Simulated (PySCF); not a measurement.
CBrF₃, SMILES FC(F)(Br)F (connectivity only; charge and spin as stated), charge +1, multiplicity 2. Geometry: B3LYP-D3(BJ)/def2-SVP. The multiplicity is an assumed one; other spin states were not compared.

Method: PySCF with B3LYP-D3(BJ)/def2-SVP.

Harmonic wavenumbers (cm⁻¹): 94, 106, 209, 564, 566, 664, 981, 1496, 1538. Rotational constants (GHz): 5.722, 1.679, 1.678; symmetry number 1.

Task: Work out the zero-point energy and the ideal-gas rigid-rotor harmonic-oscillator thermochemistry at 298.15 K and 1 atm.

Result: ZPE = ½ Σ hcν = ½ × 6218 cm⁻¹ = 37.19 kJ/mol. H − E(el) = 53.81 kJ/mol. Entropy in J/(mol K): translation 171.15, rotation 114.61, vibration 43.76, spin 5.76, total 335.28. G − E(el) = -46.15 kJ/mol. Cp = 72.49 J/(mol K). Modes under 150 cm⁻¹ make the vibrational entropy uncertain.
